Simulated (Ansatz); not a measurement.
Cl₃Sb, singlet, at a GFN2-xTB geometry (core potentials on Sb). Base run: Ansatz (a program for electronic structure) with CAM-B3LYP/def2-SVP.

Input for Ansatz:
Ansatz 0.2 input:
```yaml
crystal:
  periodic: [false, false, false]
  atoms:
    - {symbol: Sb, position_ang: [0.00484300, -0.00078460, 0.61928673]}
    - {symbol: Cl, position_ang: [-1.76019696, -0.96558664, -0.60678369]}
    - {symbol: Cl, position_ang: [0.03597192, 2.00418831, -0.61706773]}
    - {symbol: Cl, position_ang: [1.70969605, -1.03624788, -0.63400877]}
basis:
  gaussian:
    orbitals: def2-SVP
hamiltonian:
  xc: cam_b3lyp
```

The base run was repeated with changes; each row names its change, and settings that it needs were set with it.

| change | ΔE vs base (µEh) |
|---|---|
| base | 0.0 |
| lower_state_search = light | 0.0 |
| lower_state_search = full | 0.0 |
| point_charge = charge:0.5 position_ang:-0.7161, -1.0209, -5.1804 | -4838 |
| nuclear_model = gaussian | ___ |
| final_grid = 6, 12, 29 | 3.0 |
| fitting.mean_field = def2-universal-JKFIT | -21.0 |
| forces = on | 0.0 |
| lower_state_search = off | 0.0 |
| accuracy = high | -2.1 |
| point_charge = charge:-1.0 position_ang:-0.4339, 4.6999, -2.0432 | -2698 |

Question: What belongs in the gaps?

Answer: 
- nuclear_model = gaussian, ΔE vs base (µEh): 1214
